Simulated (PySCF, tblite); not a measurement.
Species: C5H5F.
SMILES: `C#CC/C=C\F`

Jobs on this species (11 atoms, 44 electrons) with PySCF (density fitting). Hardware of each: an Arm Neoverse V2 with one thread, shared host. Other jobs ran on the host; a repeat could differ by tens of per cent or more. Peak memory is the resident size of the whole Python process, interpreter and libraries included.

| level and settings | work | basis functions | SCF cycles | wall time | peak memory |
| --- | --- | --- | --- | --- | --- |
| PBE0/pcSseg-1 | shieldings, charges and field gradients | 127 | ? | ? | ? |
| CAM-B3LYP/def2-SVPD | 8 singlets by full TDDFT, 3 Tamm–Dancoff triplets, polarisability | 163 | 14 | 22 s | 0.71 GiB |
| B3LYP/pcJ-1 | spin–spin couplings from 11 perturbed nuclei, spin–dipole term for 1 of them | 212 | 14 | 24 s | 0.87 GiB |

Q: Fill in the missing figures.

A: 
- PBE0/pcSseg-1; shieldings, charges and field gradients: 8.8 s, 0.62 GiB, 14 SCF cycles

Q: What do all jobs in the table cost together?

A: About 55 s; the longest takes about 44 % of that, and about 2.7 times as long as the shortest.

***

Species: C3H12F2N2Si2.
SMILES: `CN(C)[Si@H](F)N[SiH2]CF`

Jobs on this species (21 atoms, 90 electrons) with PySCF (density fitting) and tblite. Hardware of each: one thread, Arm Neoverse N1 (aarch64), no GPU (shared host). The host was shared with other jobs, so the times are rough.

Question: Rank these jobs by wall time, shortest first.
A. PBE0/pcSseg-1; shieldings, charges and field gradients; 227 basis functions
B. GFN2-xTB; Hessian by finite differences
C. GFN2-xTB; L-BFGS relaxation

Answer: B (1.8 s), C (2.9 s), A (87 s).

All jobs:

| level and settings | work | basis functions | SCF cycles | wall time |
| --- | --- | --- | --- | --- |
| GFN2-xTB | Hessian by finite differences | – | – | 1.8 s |
| GFN2-xTB | L-BFGS relaxation | – | – | 2.9 s |
| PBE0/pcSseg-1 | shieldings, charges and field gradients | 227 | 13 | 87 s |

Question: What do all jobs in the table cost together?

Answer: About 92 s; the longest takes about 95 % of that, and about 48 times as long as the shortest.
